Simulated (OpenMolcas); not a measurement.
# Computed levels of Tc3+

* Program: OpenMolcas
* Method: CASSCF
* Basis: ANO-RCC-VTZP [7s6p4d2f1g]
* Scalar Hamiltonian: DKH2, point nucleus
* Active space: 4 electrons in 5 orbitals (4d)
* State averaging: 2S+1 = 5 even, 5 roots; 2S+1 = 3 even, 45 roots; 2S+1 = 1 even, 50 roots
* Spin-orbit coupling: RASSI with atomic mean-field integrals over the reference wave functions, term energies averaged over their components

Spin-free terms above the lowest, with the occupations of the reference:

| Configuration | Term | E (cm-1) | Occupations |
| --- | --- | --- | --- |
| 4d4 | 5D | 0.0 | 4d 4.00 |
| 4d4 | 3H | 17407 | 4d 4.00 |
| 4d4 | 3P(1) | 19586 | 4d 4.00 |
| 4d4 | 3F(1) | 20000 | 4d 4.00 |
| 4d4 | 3G | 21710 | 4d 4.00 |
| 4d4 | 1I | 26079 | 4d 4.00 |
| 4d4 | 1G(1) | 27656 | 4d 4.00 |
| 4d4 | 3D | 27734 | 4d 4.00 |
| 4d4 | 1S(1) | 32104 | 4d 4.00 |
| 4d4 | 1D(1) | 33986 | 4d 4.00 |
| 4d4 | 1F | 38933 | 4d 4.00 |
| 4d4 | 3F(2) | 45851 | 4d 4.00 |
| 4d4 | 3P(2) | 46265 | 4d 4.00 |
| 4d4 | 1G(2) | 51972 | 4d 4.00 |
| 4d4 | 1D(2) | 69637 | 4d 4.00 |
| 4d4 | 1S(2) | 90453 | 4d 4.00 |

With spin-orbit coupling, above the lowest level:

```tsv
Configuration	Term	J	E (cm-1)	g	Term weight %	Second
4d4	5D	0	0.0		98	
4d4	5D	1	321	1.501	99	
4d4	5D	2	898	1.500	99	
4d4	5D	3	1660	1.500	100	
4d4	5D	4	2556	1.499	99	
4d4	3H	4	18087	0.823	92	5 3G
4d4	3P(1)	0	18279		96	3 1S(1)
4d4	3H	5	18815	1.041	95	5 3G
4d4	3H	6	19485	1.164	98	
4d4	3P(1)	1	20028	1.493	98	
4d4	3F(1)	3	20989	0.985	70	30 3G
4d4	3F(1)	2	21180	0.672	98	
4d4	3F(1)	4	21383	1.190	75	18 3G
4d4	3P(1)	2	22619	1.492	97	2 3D
4d4	3G	3	23386	0.851	70	30 3F(1)
4d4	3G	4	23875	1.081	76	17 3F(1)
4d4	3G	5	24308	1.193	95	5 3H
4d4	1I	6	28007	1.003	98	
4d4	3D	3	29218	1.330	98	
4d4	3D	2	29433	1.165	93	4 1D(1)
4d4	3D	1	29806	0.508	99	
4d4	1G(1)	4	30088	1.009	92	5 3F(1)
4d4	1S(1)	0	34249		96	3 3P(1)
4d4	1D(1)	2	36070	1.007	94	4 3D
4d4	1F	3	40607	1.005	96	3 3F(2)
4d4	3P(2)	2	47210	1.493	99	
4d4	3F(2)	4	47540	1.246	98	
4d4	3F(2)	2	47788	0.673	99	
4d4	3F(2)	3	47970	1.081	96	3 1F
4d4	3P(2)	1	49011	1.500	100	
4d4	3P(2)	0	49944		99	
4d4	1G(2)	4	53890	1.004	98	
4d4	1D(2)	2	71461	1.000	100	
4d4	1S(2)	0	92308		100
```

Spin-orbit coupling puts the lowest level 1761 cm-1 below the lowest spin-free term.

A least-squares Racah fit to the terms below 60000 cm-1, each weighted by 2L + 1 and with a free common offset, gives B = 858 cm-1 and C = 3473 cm-1 (C/B = 4.05), with an rms deviation of 33 cm-1.

For 5D the intervals divided by the larger J are 321.2, 288.2, 254.0, 224.2 cm-1. Landé's interval rule makes them equal in pure LS coupling; they differ by 36 % of their mean. The multiplet is regular.

Without dynamic correlation excited terms often stand tens of per cent too high (terms of higher spin than the ground term too low), and those without a measured partner can miss by more than the paired ones. Levels of configurations outside the active space are missing.

The term weight is that of the spin-free term in the level, not the purity of its configuration. A number in round brackets counts repeated terms of one configuration in the order of the reference energies.
